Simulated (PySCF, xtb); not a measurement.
CH₅Si, SMILES C[SiH2] (connectivity only; charge and spin as stated), charge +1, multiplicity 1.

xtb with GFN2-xTB at its own geometry gives an orbital gap of 4.17 eV.

Coordinates come from a B3LYP-D3(BJ)/def2-TZVP optimisation. The multiplicity is an assumed one; other spin states were not compared. The isomer is the one that the SMILES or the coordinates give; other isomers of the formula were not compared.

### Question
What does CAM-B3LYP/def2-TZVPD (PySCF) give? (The exact figures need the calculation; the answer reports its results.)

### Answer
gap 9.60 eV (levels -17.66 and -8.05 eV).
